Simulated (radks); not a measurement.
Values are calculated unless marked as measured or tabulated.
All-electron atom: N2+ in [He] 2s2 2p1. Level of theory: non-relativistic Kohn-Sham, PBEsol, spin-polarised, spherical densities, point nucleus; open shells are filled with parallel spins first; hard spherical wall at 15 bohr (a radial shooting solver on a logarithmic mesh with Libxc functionals).

Radial electron density D(r) = 4 pi r^2 rho(r):

| r (bohr) | D(r) (e/bohr) | spin D(r) |
|---|---|---|
| 0.01076 | 0.2612 | -0.0000475 |
| 0.01314 | 0.3769 | -0.0000669 |
| 0.01605 | 0.5398 | -0.0000924 |
| 0.01976 | 0.7768 | -0.000125 |
| 0.02414 | 1.090 | -0.000158 |
| 0.02948 | 1.509 | -0.000182 |
| 0.0363 | 2.080 | -0.000167 |
| 0.04434 | 2.774 | -0.0000466 |
| 0.05415 | 3.610 | 0.000314 |
| 0.06667 | 4.600 | 0.00124 |
| 0.08143 | 5.594 | 0.00320 |
| 0.09946 | 6.508 | 0.00719 |
| 0.1225 | 7.196 | 0.0153 |
| 0.1496 | 7.414 | 0.0299 |
| 0.1827 | 7.062 | 0.0556 |
| 0.2249 | 6.080 | 0.101 |
| 0.2747 | 4.729 | 0.169 |
| 0.3356 | 3.336 | 0.267 |
| 0.4131 | 2.270 | 0.404 |
| 0.5046 | 1.871 | 0.561 |
| 0.6163 | 2.044 | 0.719 |
| 0.7589 | 2.472 | 0.830 |
| 0.9269 | 2.684 | 0.836 |
| 1.132 | 2.436 | 0.724 |
| 1.394 | 1.752 | 0.513 |
| 1.702 | 0.9923 | 0.296 |
| 2.079 | 0.4244 | 0.132 |
| 2.56 | 0.1251 | 0.0423 |
| 3.127 | 0.02632 | 0.0100 |
| 3.819 | 0.003513 | 0.00156 |

D(r) has 2 maxima, at r = 0.147, 0.927 bohr, and minima at 0.517 bohr, inside which lie 2.13 electrons.
